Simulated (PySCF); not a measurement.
All values below come from CAM-B3LYP-D3(BJ)/def2-TZVP (PySCF). All species are isolated molecules in the gas phase. One relaxed conformer stands for a flexible species; it need not be the lowest. Excitations are Tamm–Dancoff values on a coarser integration grid. The basis has no diffuse functions, so Rydberg states are missing or too high.

Reference species (SMILES): `C=C(Cl)/C=C/[SiH3]` (Cl–C–C–C torsion 0°) (neutral, multiplicity 1).

- brightest of the four lowest singlets (TDA): 5.93 eV
- HOMO–LUMO gap: 8.00 eV
- S1 oscillator strength: 0.916
- T1 excitation (TDA): 3.18 eV

Changed species: `C(/C(=C)[SiH3])=C/Cl` (Si–C–C–C torsion 129°).

Task: Predict the effect on the brightest of the four lowest singlets (TDA), HOMO–LUMO gap, S1 oscillator strength and T1 excitation (TDA).

Result: the brightest of the four lowest singlets (TDA) falls by 0.31 eV, to 5.62 eV; the HOMO–LUMO gap increases by 0.40 eV, to 8.40 eV; the S1 oscillator strength drops by 0.713, to 0.203; the T1 excitation (TDA) increases by 0.41 eV, to 3.59 eV.
